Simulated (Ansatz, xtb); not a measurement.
**Ranking isomers of C3H3NSSe**

4 gas-phase structures of C3H3NSSe, from a drawn sample of its isomers (lower ones may exist). Each was relaxed with GFN2-xTB:

A. `[SeH]c1cnsc1`, a singlet
B. `[SeH]c1ccsn1`, a singlet
C. `Sc1ccn[se]1`, a singlet
D. `[SeH]c1ccns1`, a singlet

Task: Make a reasoned guess at their ranking by r2SCAN-D4/def2-SVP single-point energy.

Result: Calculated order at r2SCAN-D4/def2-SVP: B (0.000), D (0.047), A (0.081), C (0.127) eV. Less than 1 kcal/mol parts D and A, so the order within that pair means little.

Energies above the lowest of each column, in eV; the last columns are at B3LYP-D3(BJ)/def2-SVP geometries:

| structure | GFN2-xTB | HF/STO-3G | r2SCAN-D4/def2-SVP | B3LYP-D3(BJ)/def2-SVP | CCSD(T)/def2-SVP + ΔMP2/def2-TZVPP |
| --- | --- | --- | --- | --- | --- |
| B | 0.000 | 0.000 | 0.000 | 0.000 | 0.000 |
| D | 0.149 | 0.050 | 0.047 | 0.040 | 0.054 |
| A | 0.089 | 0.032 | 0.081 | 0.080 | 0.071 |
| C | 0.206 | 0.149 | 0.127 | 0.117 | 0.167 |

Every level run on B puts it lowest or level with the lowest. Flexible structures stand in one conformer each, not always the lowest. ΔMP2 is the change of the MP2 energy from the smaller to the larger basis.

Over these structures GFN2-xTB departs from r2SCAN-D4/def2-SVP by 0.043 eV on average once a common shift is removed. A GFN2-xTB relaxation took about 0.33 s and the r2SCAN-D4/def2-SVP energy about 2.7 s on a shared host (Ansatz 0.2.0, xtb 6.7.1).
